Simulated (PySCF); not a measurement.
Cd(Et) (C2H5Cd), SMILES [CH2](C)[Cd+], charge +1.

Coordinates come from a B3LYP-D3(BJ)/def2-TZVP optimisation. The multiplicity is an assumed one; other spin states were not compared. The isomer is the one that the SMILES or the coordinates give; other isomers of the formula were not compared. The def2 effective core potentials stand for the cores of Cd; spin–orbit coupling is left out.

The numbers are results of TDDFT-PBE/def2-SVPD (PySCF 2.14.0), not measurements.

Vertical excitations.  State labels are in the subgroup Cs.

Give excitation energies, oscillator strengths and character. (Estimate from the structure and the level; the computed values follow.)


| state | symmetry | energy (eV) | λ (nm) | f | main pairs |
|---|---|---|---|---|---|
| S1 | A' | 4.33 | 286 | 0.492 | HOMO→LUMO 99 % |
| S2 | A" | 4.48 | 277 | 0.000 | HOMO−1→LUMO 100 % |
| S3 | A' | 5.73 | 216 | 0.030 | HOMO−2→LUMO 97 % |
| S4 | A' | 6.48 | 191 | 0.034 | HOMO−3→LUMO 59 %, HOMO→LUMO+1 37 % |
| S5 | A" | 6.67 | 186 | 0.212 | HOMO→LUMO+2 97 % |
| S6 | A' | 6.73 | 184 | 0.255 | HOMO→LUMO+1 61 %, HOMO−3→LUMO 36 % |
| S7 | A" | 7.19 | 172 | 0.007 | HOMO−4→LUMO 100 % |
| S8 | A" | 7.65 | 162 | 0.002 | HOMO−1→LUMO+1 100 % |
| S9 | A' | 7.71 | 161 | 0.009 | HOMO−1→LUMO+2 99 % |
| S10 | A' | 7.97 | 156 | 0.032 | HOMO→LUMO+3 99 % |
| T1 | A' | 2.20 | 564 | 0 | HOMO→LUMO 99 % |
| T2 | A" | 4.25 | 292 | 0 | HOMO−1→LUMO 100 % |
| T3 | A' | 5.28 | 235 | 0 | HOMO−2→LUMO 98 % |
| T4 | A' | 5.51 | 225 | 0 | HOMO−3→LUMO 53 %, HOMO→LUMO+1 44 % |
Triplets are in the Tamm–Dancoff approximation, which puts them higher than full response would, so one can lie above its singlet here.
